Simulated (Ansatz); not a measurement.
`BN(C)C=C` + H₂S → `BS` + `C=CNC` at 500 K and 1 bar (ligand exchange at a B–N bond).

Computed with Ansatz on PBE0-D4/def2-TZVP structures; ΔE is electronic, products minus reactants. CCSD(T)/CBS adds triple-zeta CCSD(T) − MP2 to the extrapolated MP2 energy (def2 sets, frozen cores). This one scheme is used for every species. Each species was taken in one conformer, which may not be the lowest.

```json
{"species": "`BN(C)C=C`", "CCSD(T)/CBS energy (Eh)": "-198.47223", "H − E (kJ/mol)": "332.8", "S (J/(mol·K))": "372.1"}
{"species": "H₂S", "CCSD(T)/CBS energy (Eh)": "-398.97279", "H − E (kJ/mol)": "57.0", "S (J/(mol·K))": "224.0"}
{"species": "`BS`", "CCSD(T)/CBS energy (Eh)": "-424.38198", "H − E (kJ/mol)": "102.0", "S (J/(mol·K))": "273.9"}
{"species": "`C=CNC`", "CCSD(T)/CBS energy (Eh)": "-173.03872", "H − E (kJ/mol)": "292.4", "S (J/(mol·K))": "346.7"}
```

H − E and S are ideal-gas, rigid-rotor, harmonic terms from PBE0-D4/def2-TZVP, for one conformer and one mirror image of each species. 1 Eh = 2625.50 kJ/mol, R = 8.31446 J/(mol·K).

**Question.** By hand: ΔE, ΔH, ΔS and ΔG.

**Answer.** ΔE = (-424.38198) + (-173.03872) − (-198.47223) − (-398.97279) = 0.02432 Eh = 63.9 kJ/mol. Δ(H − E) = 102.0 + 292.4 − 332.8 − 57.0 = 4.6, so ΔH = 68.5 kJ/mol. ΔS = 273.9 + 346.7 − 372.1 − 224.0 = 24.5 J/(mol·K). ΔG = 68.5 − 500 × (24.5)/1000 = 56.2 kJ/mol.

**Question.** By hand: the equilibrium constant, and the temperature at which ΔG would vanish if ΔH and ΔS stayed fixed.

**Answer.** log₁₀ K = −ΔG/(RT ln 10) = -5.9. ΔG = 0 at ΔH/ΔS = 2796 K, far beyond where these terms or the molecules hold.

ΔH outweighs TΔS. A doubt of 5 kJ/mol in ΔE shifts log₁₀ K by 0.5 here. Other conformers and mirror images would add mixing entropy, several J/(mol·K) or more a flexible species. These are equilibria of isolated gas molecules and say nothing of rates. Largest T1 diagnostic: 0.015 (customary marks: 0.02 for closed shells, 0.045 for open ones).
